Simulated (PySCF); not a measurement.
ClF3H2Si2, SMILES F[Si](F)(F)[SiH2]Cl. Atoms are numbered in the order given.

```xyz
8

Si    -0.0538    -1.0689     0.0000
F      1.0287    -2.2627     0.0000
F     -0.9854    -1.2658    -1.2972
F     -0.9854    -1.2658     1.2972
Si     0.9999     1.0100     0.0000
Cl    -0.4964     2.4510     0.0000
H      1.8368     1.1531     1.2192
H      1.8368     1.1531    -1.2192
```
Charge 0, spin multiplicity 1.

The structure is a stationary point at B3LYP-D3(BJ)/def2-SVP. The structure was generated by enumeration, and PubChem lists no compound with its InChIKey, so it may never have been made. One conformer was computed; it need not be the lowest.

Two levels are set side by side: PBE/pcSseg-1 (PySCF) and PBE0/pcSseg-1 (PySCF). GIAO shifts against CFCl3 (¹⁹F), HCl (³⁵Cl), TMS (²⁹Si), TMS (¹H) at the same level; non-relativistic, no solvent, atoms listed together averaged. Without spin–orbit terms, shifts of atoms bonded to Cl or Br come out too high at both levels. Differences are taken from unrounded values.

```
quantity                 PBE0     PBE  PBE minus PBE0
---------------------  ------  ------  --------------
δ(²⁹Si) of Si1 (ppm)    -48.8   -48.8             0.1
δ(²⁹Si) of Si5 (ppm)    -34.7   -36.3            -1.6
δ(³⁵Cl) of Cl6 (ppm)   -112.2  -103.9             8.2
δ(¹H) of H7, H8 (ppm)    5.31    5.45            0.14
```

Rough cost on one machine, each run with all the roots and properties that it gave: PBE0 against PBE within a factor of 2.
